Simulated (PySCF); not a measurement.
C6H18OSi2, SMILES C[Si](C)(C)O[Si](C)(C)C.

Coordinates come from a B3LYP-D3(BJ)/def2-SVP optimisation. Other conformers were not sampled.

The numbers are results of CAM-B3LYP/def2-SVP run with PySCF, not measurements.

Isolated molecule, no solvent.

Computed frontier levels, gap, dipole moment and polarisability:
| Property | Result |
|---|---|
| highest occupied level | -8.99 eV |
| lowest empty level | 2.06 eV |
| orbital gap | 11.05 eV |
| dipole moment | 0.129 e·Å |
| quadrupole, principal values (traceless, Buckingham form, about the centre of nuclear charge) | -2.33, -1.23, 3.56 D·Å |
| mean static polarisability | 109.0 bohr³ (16.16 Å³) |
| polarisability, principal values | 104.1, 106.2, 116.9 bohr³ |
